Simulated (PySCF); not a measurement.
Ge(H)(Et)(Vi)2, C₆H₁₂Ge, SMILES C=[CH][GeH]([CH]=C)[CH2]C, GFN2-xTB optimised geometry.

```
19

Ge     0.51    -0.93     0.00
C     -0.12     0.93     0.00
C     -0.86     1.47     0.95
C     -0.10    -1.86     1.61
C      0.70    -2.41     2.50
C     -0.12    -1.83    -1.66
C     -1.64    -1.91    -1.74
H      2.03    -0.93     0.00
H      0.15     1.54    -0.86
H     -1.16     0.91     1.82
H     -1.21     2.50     0.91
H     -1.17    -1.92     1.75
H      0.33    -2.93     3.38
H      1.77    -2.37     2.40
H      0.26    -1.28    -2.53
H      0.31    -2.83    -1.71
H     -2.08    -0.91    -1.69
H     -2.03    -2.50    -0.91
H     -1.96    -2.38    -2.67
```

Density from PySCF 2.14.0 with PBE0/def2-SVP at that geometry.

Minimum of the electron density along straight lines between bonded atoms, close to the bond critical point (lines longer than 1.1 times the sum of covalent radii, or with two minima, are not listed):

```csv
bond,length / Å,ρ at the minimum / e bohr⁻³,∇²ρ there / e bohr⁻⁵,position (fraction from the first atom)
Ge1–C2,1.962,0.126,0.07,0.47
C2–C3,1.322,0.344,-0.92,0.50
Ge1–C4,1.959,0.127,0.07,0.47
C4–C5,1.322,0.344,-0.92,0.50
Ge1–C6,1.997,0.121,[?],0.47
C6–C7,1.522,[?],-0.54,0.50
Ge1–H8,1.519,[?],0.06,0.59
C2–H9,1.084,0.278,-1.03,0.63
C3–H10,1.079,0.283,-1.09,0.63
C3–H11,1.080,0.282,-1.07,0.63
C4–H12,1.084,0.278,-1.03,0.63
C5–H13,1.080,0.282,-1.08,0.63
C5–H14,1.079,0.284,-1.09,0.63
C6–H15,1.091,0.272,-0.97,0.62
C6–H16,1.091,0.273,-0.97,0.62
C7–H18,1.089,0.276,-1.00,0.62
C7–H19,1.089,0.275,-1.00,0.62
```

Q: Some entries are withheld; supply them.

A: 
- Ge1–C6, ∇²ρ there / e bohr⁻⁵: 0.02
- C6–C7, ρ at the minimum / e bohr⁻³: 0.241
- Ge1–H8, ρ at the minimum / e bohr⁻³: 0.136
